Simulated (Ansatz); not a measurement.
`BOB(N)Cl` + HBr → `NB(Cl)Br` + `BO` at 700 K and 1 bar (ligand exchange at a B–O bond).

Computed with Ansatz on PBE0-D4/def2-TZVP structures; ΔE is electronic, products minus reactants. CCSD(T)/CBS is the MP2 limit (def2-TZVPP, def2-QZVPP) plus CCSD(T) − MP2 in def2-TZVPP, frozen cores. This one scheme is used for every species. For Br outer-core shells are correlated without core-valence functions, which leaves a few kJ/mol of doubt a bond. Scalar relativity is left out up to krypton. One conformer a species, not always the lowest.

| species | CCSD(T)/CBS energy (Eh) | H − E (kJ/mol) | S (J/(mol·K)) |
| --- | --- | --- | --- |
| `BOB(N)Cl` | -641.82248 | 224.2 | 444.1 |
| HBr | -2573.91920 | 36.5 | 223.7 |
| `NB(Cl)Br` | -3113.92934 | 139.2 | 386.1 |
| `BO` | -101.80414 | 126.4 | 277.4 |

H − E and S are ideal-gas, rigid-rotor, harmonic terms from PBE0-D4/def2-TZVP, for one conformer and one mirror image of each species. 1 Eh = 2625.50 kJ/mol, R = 8.31446 J/(mol·K).

**Question.** By hand: ΔE, ΔH, ΔS and ΔG.

**Answer.** ΔE = (-3113.92934) + (-101.80414) − (-641.82248) − (-2573.91920) = 0.00820 Eh = 21.5 kJ/mol. Δ(H − E) = 139.2 + 126.4 − 224.2 − 36.5 = 4.9, so ΔH = 26.4 kJ/mol. ΔS = 386.1 + 277.4 − 444.1 − 223.7 = -4.3 J/(mol·K). ΔG = 26.4 − 700 × (-4.3)/1000 = 29.4 kJ/mol.

**Question.** By hand: the equilibrium constant, and the temperature at which ΔG would vanish if ΔH and ΔS stayed fixed.

**Answer.** log₁₀ K = −ΔG/(RT ln 10) = -2.2. ΔH and −TΔS have one sign here, so there is no such temperature.

The number of gas molecules stays the same, so ΔS is small and ΔH decides. A doubt of 5 kJ/mol in ΔE shifts log₁₀ K by 0.4 here. Other conformers and mirror images would add mixing entropy, several J/(mol·K) or more a flexible species. Modes under 60 cm⁻¹, often nearly free rotors, make the harmonic entropy too high. These are equilibria of isolated gas molecules and say nothing of rates. Largest T1 diagnostic: 0.014 (customary marks: 0.02 for closed shells, 0.045 for open ones).

ΔS is within the doubt of such terms, so its sign, and with it that verdict, could turn.
